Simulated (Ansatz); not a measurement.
Born–Oppenheimer molecular dynamics of BFH₂Se (5 atoms, charge 0, multiplicity 1). It starts at the highest image of a converged band. Of that band: The profile has 2 maxima (images 2, 8) with wells between them (image 5): this band takes more than one step, which may be the mechanism or a detour left from its start path. Neighbouring images differ by up to 2.4 eV, so the band resolves the path poorly. A vibrational analysis at the climbing image gives one clearly imaginary mode, 360i cm⁻¹: a first-order saddle point.

Theory: UKS PBE0/def2-SVP (Ansatz 0.2.0).

```
ensemble                      : NVE (velocity Verlet)
time step                     : 0.5 fs
steps asked                   : 200
starting velocities drawn for : 100 K
seed                          : 3761
```

First frame:

```xyz
5
Properties=species:S:1:pos:R:3
F 0.575 -1.201 1.486
B -0.208 -0.987 0.467
Se -0.133 0.589 -0.638
H -1.333 0.011 -1.478
H 1.150 1.514 0.122
```

Q: How far do the bonds stretch over the last three quarters of this one trajectory? (Pairs bonded in most of those frames.)

A: 
| bond | mean (Å) | spread (Å) | shortest | longest |
| --- | --- | --- | --- | --- |
| F1–B2 | 1.307 | 0.003 | 1.30 | 1.31 |
| B2–Se3 | 1.937 | 0.015 | 1.91 | 1.96 |
| Se3–H4 | 1.470 | 0.012 | 1.45 | 1.49 |

Mean temperature of the second half: 482 K. The conserved energy stayed within 0.0082 meV per atom of its start (net change 0.0042 meV per atom), so the integration is sound. The system heated up, since it started high on the potential surface and ran downhill. A run of 0.1 ps of so small a system gives no equilibrium averages.

Run time: 4.5 min on 2 threads of Arm Neoverse V2, on a shared host, peak memory 0.19 GiB.
